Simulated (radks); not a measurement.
The boron ion B+ inside a hard spherical wall (all orbitals vanish at R), configuration held at [He] 2s2 and not refilled when levels cross. Method: non-relativistic Kohn-Sham, PBE, spin-polarised, spherical densities, point nucleus; computed with a radial shooting solver on a logarithmic mesh with Libxc functionals. Eigenvalues in eV for spin up, with the zero of energy where the potential of the charges vanishes at infinity; a dash marks a level that is unbound or too diffuse for the functional's potential to be trusted. A positive occupied level is held by the wall or, in an anion where self-interaction has pushed it up, behind a barrier. The pressure on the wall is -dE/dV.

R (bohr)  E (hartree)  kinetic (hartree)    e(1s)    e(2s)  e(2p, empty)  e(3s, empty)  pressure (GPa)
free        -24.29343             24.214  -193.57  -19.505       -13.366             -               0
12          -24.29343             24.214  -193.57  -19.505       -13.366             -        < 0.0001
8           -24.29342             24.214  -193.57  -19.504       -13.364        -3.606        0.000937
6           -24.29262             24.223  -193.51  -19.461       -13.296        -0.924           0.108
5           -24.28742             24.266  -193.22  -19.254       -13.014         3.356            1.10
3           -24.03719             25.362  -187.73  -13.685        -7.096        44.102             122
2.5         -23.64532             26.611  -182.93   -6.616        -0.693        79.818             458
2           -22.57767             29.437  -174.35   10.953        13.348        153.43            2040
1.5         -19.23703             36.825  -157.83   62.424        48.733        330.58           12300
